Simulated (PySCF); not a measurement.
Te₃ was optimised in PySCF in the def2-TZVP basis family (density fitting, no spin–orbit coupling) with several functionals.

One of them gave a singlet of D3h symmetry with a mean bond of 2.762 Å to Te, wavenumbers 168 (×2), 225 cm⁻¹ and a HOMO–LUMO gap of 1.25 eV.

Task: Which level of theory was it?
A. PBE
B. PBE0
C. B3LYP

Result: A. That is PBE, with Te–Te 2.762 Å (×3). The others give B3LYP 2.768 Å and 224 cm⁻¹ for the highest mode; PBE0 2.730 Å and 239 cm⁻¹ for the highest mode.

Each species is the lowest minimum found with this bonding; other isomers or fragments can lie lower.
